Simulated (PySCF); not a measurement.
System: sum formula H₃SiO, charge 0, multiplicity 2. It need not be the lowest isomer of its formula. SMILES: O[SiH2]
Coordinates optimised at B3LYP-D3(BJ)/def2-TZVP (Ansatz):
```
Si
O 1 1.6585
H 2 0.9610 1 118.01
H 1 1.4847 2 105.38 3 -170.63
H 1 1.4946 4 110.37 2 -119.93
```
Charge 0, spin multiplicity 2.

Dispersion corrections to the total energy (kcal/mol) from the dftd3 and dftd4 libraries through PySCF: D3(BJ) without and D4 with the three-body term, each with the damping fitted for the functional named.

```
functional  D3(BJ)     D4
----------  ------  -----
BP86         -2.22    ___
TPSSh        -1.58  -1.58
PBE            ___  -1.30
TPSS         -1.74  -1.76
B2GP-PLYP    -0.99  -0.52
CAM-B3LYP    -1.05  -1.07
HF          -14.31    ___
```

Task: Complete the blanks.

Result: 
- BP86, D4: -1.68
- PBE, D3(BJ): -1.39
- HF, D4: -5.25
